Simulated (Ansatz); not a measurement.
A single point on GaGeH₅O (`[GaH2][O][GeH3]`).

```yaml
crystal:
  periodic: [false, false, false]
  atoms:
    - {symbol: Ga, position_ang: [-1.003886, 1.026184, -1.142599]}
    - {symbol: O, position_ang: [-0.189534, -0.471884, -0.627032]}
    - {symbol: Ge, position_ang: [0.758325, -0.848101, 0.818887]}
    - {symbol: H, position_ang: [-1.738292, 0.916303, -2.512101]}
    - {symbol: H, position_ang: [-0.890881, 2.256540, -0.182158]}
    - {symbol: H, position_ang: [0.836377, 0.394482, 1.731270]}
    - {symbol: H, position_ang: [2.166951, -1.266059, 0.362983]}
    - {symbol: H, position_ang: [0.060940, -2.007454, 1.550759]}
basis:
  gaussian: {orbitals: def2-TZVPP}
hamiltonian: {xc: pbe}
correlation: {method: rpa}
```

```sh
$ ansatz run in.yaml --threads 4 --pin off --events-out ev --progress --plain --max-ram 10444MiB
```

It prints (some lines left out):

```
Functional definition: PBE
1213 factors; integrals over basis functions are off by at most 8.9e-4 eV
mean field evaluation 1: about -110997.8781 eV, gradient 8.0e1 eV
mean field evaluation 2: about -110997.8702 eV, gradient 8.0e1 eV
mean field evaluation 4: about -111002.8966 eV, gradient 4.4e1 eV
mean field evaluation 8: about -111007.2646 eV, gradient 5.5e-1 eV
mean field evaluation 16: about -111007.2647 eV, gradient 6.5e-4 eV
mean field -111007.26468439 eV, -4079.4417337247 hartree, gradient 2.3e-6 eV, S^2 0.000000; 0 other end points of the search recorded, 0 dependent functions left out
19 core orbitals not correlated: weight in the atoms' cores, before any rotation towards them, 1.000 or more for the frozen orbitals, at most 0.000 for the correlated occupied ones
reference -110923.84818324 eV, -4076.3762338493 hartree; 19, 19 occupied and 159, 159 virtual orbitals, 1213 factors
Total energy: -110955.79161357 eV, -4077.5501332619 hartree
```

Hardware: 4 threads of an Arm Neoverse V2 on a shared host. Wall time 2.9 s, peak host memory 0.42 GiB.
